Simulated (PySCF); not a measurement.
C6H13BO2, charge +1, doublet, geometry from GFN2-xTB (a state made from the parent by changing its charge; the spin is typed, not shown lowest). Base run: PySCF with M062X/6-31G.

The PySCF input:
```python
from pyscf import gto, scf, dft

mol = gto.M(
    atom='''
C    -1.72969277   -0.04080963    0.91568295
C    -0.77626925   -0.14906699   -0.29952640
C    -1.17041749   -1.30441677   -1.18094652
O    -0.74828285    1.05022552   -0.97668833
B     0.21566696    1.87872518   -0.47685827
O     1.00655457    1.19963970    0.40562724
C     0.74172185   -0.15188344    0.37591368
C     0.92774225   -0.80958379    1.71752242
C     1.62917612   -0.83481442   -0.69343194
H    -2.71646651    0.18308109    0.50925777
H    -1.43809812    0.77572084    1.57122338
H    -1.76675386   -0.97679102    1.46323278
H    -2.21689995   -1.19119111   -1.47039829
H    -0.60259359   -1.32287425   -2.10774338
H    -1.07303042   -2.25008196   -0.65470317
H     0.34354091    2.99266504   -0.75959864
H     0.41999245   -0.26780681    2.51149026
H     1.98840654   -0.79926831    1.97561696
H     0.60280030   -1.84620237    1.69442261
H     1.48322898   -0.38257540   -1.67101161
H     2.66149540   -0.66194728   -0.38771189
H     1.43630502   -1.90182591   -0.73258185
''',
    basis='6-31g',
    charge=1,
    spin=1,
    verbose=4,
)

mf = dft.UKS(mol)
mf.xc = 'm062x'
mf.kernel()
```

Each row names what was changed in the base input (with any setting that the change needs).

```
change                                           ΔE vs base (mEh)  fitting functions
-----------------------------------------------  ----------------  -----------------
base                                                        0.000                  -
auxbasis = default (with mf = mf.density_fit())             0.067                929
auxbasis = def2-universal-jfit                              1.398                584
auxbasis = def2-tzvp-ri                                    -0.098                879
auxbasis = even-tempered beta=1.6                          -6.305               1139
auxbasis = cc-pvqz-jkfit                                   -0.013               1617
auxbasis = cc-pvtz-ri                                      -0.327               1119
auxbasis = def2-svp-ri                                    -13.544                614
auxbasis = even-tempered beta=3.0                         -12.206                517
auxbasis = cc-pvdz-jkfit                                    0.067                929
```

A fitting set is made for a task (jfit for Coulomb, jkfit for Coulomb and exchange, ri for correlation) and for a family of orbital bases.

Open shells are given as the SCF converged; they aren't shown to be the lowest states, and a large step between rows can be another state.
